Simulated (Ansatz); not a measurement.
ISn, charge +1, singlet, at a GFN2-xTB geometry (such geometries of metal compounds can be far from the true shape) (core potentials on I, Sn); PBE0/def2-TZVP (Ansatz, a quantum-chemistry and plane-wave program).

Ansatz was given this input:
Ansatz 0.2 input:
```yaml
crystal:
  periodic: [false, false, false]
  atoms:
    - {symbol: Sn, position_ang: [-0.00000000, -0.00000000, -1.37674874]}
    - {symbol: I, position_ang: [0.00000000, 0.00000000, 1.29881957]}
basis:
  gaussian:
    orbitals: def2-TZVP
hamiltonian:
  xc: pbe0
total_charge: 1
```

It wrote (shortened):

```
Functional definition: PBE0
879 factors; their error is unknown
mean field evaluation 1: about -13922.9678 eV, gradient 3.2e1 eV
mean field evaluation 2: about -13866.9786 eV, gradient 1.2e2 eV
mean field evaluation 4: about -13926.6121 eV, gradient 7.8e0 eV
mean field evaluation 8: about -13926.7554 eV, gradient 1.0e-1 eV
mean field evaluation 16: about -13927.1198 eV, gradient 4.2e-5 eV
mean field -13927.11979294 eV, -511.8122122499 hartree, gradient 4.2e-5 eV, S^2 0.000000; 0 other end points of the search recorded, 0 dependent functions left out
reference -13927.11981716 eV, -511.8122131398 hartree; 23, 23 occupied and 77, 77 virtual orbitals, 879 factors
Total energy: -13927.11981716 eV, -511.8122131398 hartree
```
